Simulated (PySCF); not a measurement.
BrH₄NSi, SMILES N[SiH2]Br. Atoms are numbered in the order given.

```xyz
7

Si    -0.5860    -1.0734     0.0000
N      0.6689    -2.2482     0.0000
Br     0.1093     1.0858     0.0000
H     -1.3852    -1.2400    -1.2380
H     -1.3852    -1.2400     1.2380
H      1.2333    -2.3787     0.8353
H      1.2333    -2.3787    -0.8353
```
Charge 0, spin multiplicity 1.

Geometry: B3LYP-D3(BJ)/def2-SVP. Other conformers were not sampled.

Computed with PySCF with TDA-LC-ωPBE/def2-SVPD.

Vertical excitations.  State labels are in the subgroup Cs.

```csv
state,symmetry,energy (eV),λ (nm),f,main pairs
S1,A',7.35,169,0.051,"HOMO→LUMO 69 %, HOMO−2→LUMO 13 %"
S2,A",7.37,168,0.023,HOMO−1→LUMO+1 81 %
S3,A',7.53,165,0.031,"HOMO→LUMO+1 57 %, HOMO−2→LUMO+1 24 %"
S4,A",8.04,154,0.000,HOMO−1→LUMO 71 %
S5,A',8.21,151,0.118,"HOMO−2→LUMO+1 37 %, HOMO−2→LUMO 21 %, HOMO→LUMO+1 14 %"
S6,A',8.55,145,0.182,"HOMO−2→LUMO 35 %, HOMO→LUMO 12 %, HOMO→LUMO+4 11 %, HOMO−2→LUMO+1 9 %"
S7,A",8.60,144,0.034,"HOMO−1→LUMO+2 52 %, HOMO−1→LUMO+5 29 %"
S8,A",8.73,142,0.003,"HOMO→LUMO+6 59 %, HOMO→LUMO+3 16 %, HOMO→LUMO+9 9 %"
S9,A',8.80,141,0.033,"HOMO→LUMO+2 31 %, HOMO→LUMO+5 29 %, HOMO−2→LUMO+2 11 %, HOMO−1→LUMO+6 8 %"
S10,A',9.03,137,0.004,"HOMO→LUMO+4 32 %, HOMO→LUMO+7 23 %, HOMO−1→LUMO+6 10 %, HOMO−2→LUMO+7 8 %"
T1,A',6.75,184,0,"HOMO→LUMO 33 %, HOMO→LUMO+1 33 %, HOMO→LUMO+2 6 %"
T2,A",6.83,182,0,HOMO−1→LUMO+1 79 %
T3,A',6.99,177,0,"HOMO→LUMO+1 32 %, HOMO→LUMO 27 %, HOMO−2→LUMO+1 12 %, HOMO−2→LUMO 8 %"
T4,A',7.29,170,0,HOMO−2→LUMO+1 60 %
```
Triplets are in the Tamm–Dancoff approximation.
